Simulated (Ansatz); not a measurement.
Conformers of C$_{8}$H$_{16}$ (`CCC1CCCCC1`), each relaxed with PBE0-D4/def2-TZVP in Ansatz. CBS adds the triple-zeta coupled-cluster correction to the MP2 limit.

Not all of them had a frequency check.

Conformer A:

Cartesian coordinates in Å:
```
C -0.286 2.526 -1.030
C 0.567 1.355 -1.495
C 0.464 0.083 -0.656
C -0.936 -0.523 -0.657
C -0.981 -1.833 0.117
C -0.475 -1.652 1.542
C 0.916 -1.035 1.559
C 0.952 0.272 0.778
H -1.351 2.283 -1.038
H -0.145 3.388 -1.687
H -0.024 2.843 -0.018
H 0.299 1.108 -2.529
H 1.618 1.667 -1.521
H 1.132 -0.655 -1.125
H -1.640 0.183 -0.200
H -1.274 -0.677 -1.688
H -1.998 -2.236 0.123
H -0.355 -2.575 -0.395
H -0.474 -2.610 2.071
H -1.166 -0.995 2.086
H 1.247 -0.870 2.589
H 1.628 -1.740 1.112
H 1.966 0.686 0.775
H 0.316 1.007 1.286
```

Conformer B:

Z-matrix (Å, degrees):
```
C
C 1 1.520
H 1 1.094 2 111.0
H 1 1.092 2 112.0 3 120.3
H 1 1.092 2 111.1 3 -119.7
C 2 1.524 1 114.7 3 -56.4
H 2 1.097 1 109.7 3 -179.0
H 2 1.096 1 109.1 3 65.4
C 6 1.525 2 110.8 1 172.6
C 6 1.526 2 112.7 1 -63.7
H 6 1.101 2 107.8 1 55.0
C 9 1.522 6 112.5 2 179.9
H 9 1.095 6 109.7 2 -57.0
H 9 1.099 6 108.6 2 58.9
C 10 1.523 6 112.2 2 -178.6
H 10 1.099 6 108.5 2 -57.7
H 10 1.094 6 110.4 2 58.6
C 12 1.522 9 111.3 6 -55.5
H 12 1.094 9 110.2 6 -178.4
H 12 1.097 9 109.2 6 65.0
H 15 1.097 10 109.1 6 -65.2
H 15 1.094 10 110.1 6 178.3
H 18 1.097 12 109.2 9 -65.6
H 18 1.094 12 110.4 9 177.6
```

(1) Which is lowest in electronic energy at CCSD(T)/CBS (frozen core, def2 sets), and by how much? (An estimate is asked.)

(2) Give the energies relative to B (kJ/mol) with r2SCAN/def2-TZVPP, PBE0/def2-TZVPP, MP2/def2-TZVPP, CCSD(T)/def2-TZVPP, HF/def2-QZVPP, MP2/def2-QZVPP, MP2/CBS(def2). (Best estimate.)

Results:

(1) Computed: B; A lies 3.4 kJ/mol higher.

(2) The calculation gave: 
| level | A |
| --- | --- |
| r2SCAN/def2-TZVPP | 4.1 |
| PBE0/def2-TZVPP | 4.3 |
| MP2/def2-TZVPP | 3.2 |
| CCSD(T)/def2-TZVPP | 3.2 |
| HF/def2-QZVPP | 5.1 |
| MP2/def2-QZVPP | 3.3 |
| MP2/CBS(def2) | 3.4 |
